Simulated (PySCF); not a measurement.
SMILES FBI (HBFI), singlet (PBE0/def2-SVP optimised geometry):

```
4

B     -0.135    -0.410     0.000
F      1.173    -0.410     0.000
H     -0.748    -1.445    -0.002
I     -1.173     1.445     0.000
```

Method: PySCF 2.14.0 with PBE0/def2-TZVP, def2 effective core potentials past Kr.

### Question
What are the frontier orbital energies and the dipole moment?

### Answer
HOMO-2 -9.49 eV, HOMO-1 -8.28 eV, HOMO -7.91 eV, LUMO -1.50 eV, LUMO+1 0.44 eV; dipole moment 0.62 D.
